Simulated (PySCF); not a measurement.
# What settings do to a single point of [TaF4]+

The sound run of [TaF4]+ (singlet) uses PySCF 2.14.0, RKS B3LYP, Ta def2-SVP with ECP60, F def2-SVP; non-relativistic Hamiltonian with scalar-relativistic core potentials where named; density fitting; no spin-orbit coupling, grid (50, 194), threshold 1e-8 Eh and 55 cycles, at the relaxed geometry:

```xyz
5

Ta    0.0000    0.0000    0.0000
F     1.0511    1.0511    1.0511
F    -1.0511   -1.0511    1.0511
F     1.0511   -1.0511   -1.0511
F    -1.0511    1.0511   -1.0511
```

There Ta1 has a Mulliken charge of 1.73 e and the dipole about the centre of mass is 0.00 D. Each run below changes one thing and starts from free metal ions and neutral atoms unless it says otherwise; with 55 cycles, smearing, a level shift and second-order steps follow where DIIS fails, and their cycles count. Energy shifts count from the sound run.

```json
{"change": "charge changed by -3, spin kept, limit 62 cycles", "outcome": "refused", "cycles": "–", "energy shift (eV)": "–", "largest force component (eV/Å)": "–", "charge on Ta1 (e)": "–", "dipole about the centre of mass (D)": "–"}
{"change": "threshold 1e-06", "outcome": "converged", "cycles": "7", "energy shift (eV)": "0.0000", "largest force component (eV/Å)": "0.00", "charge on Ta1 (e)": "1.73", "dipole about the centre of mass (D)": "0.00"}
{"change": "start from a density of up to 30 smeared cycles (not counted)", "outcome": "converged", "cycles": "5", "energy shift (eV)": "0.0000", "largest force component (eV/Å)": "0.00", "charge on Ta1 (e)": "1.73", "dipole about the centre of mass (D)": "0.00"}
{"change": "all coordinates × 1.05", "outcome": "converged", "cycles": "9", "energy shift (eV)": "0.62", "largest force component (eV/Å)": "1.81", "charge on Ta1 (e)": "1.81", "dipole about the centre of mass (D)": "0.00"}
```

Question: How does the run with this change end: spin (2S) set to 8, limit 58 cycles?

Answer: outcome not converged, cycles 58.

Forces carry noise of the integration grid, about 0.01 to 0.03 eV/Å.
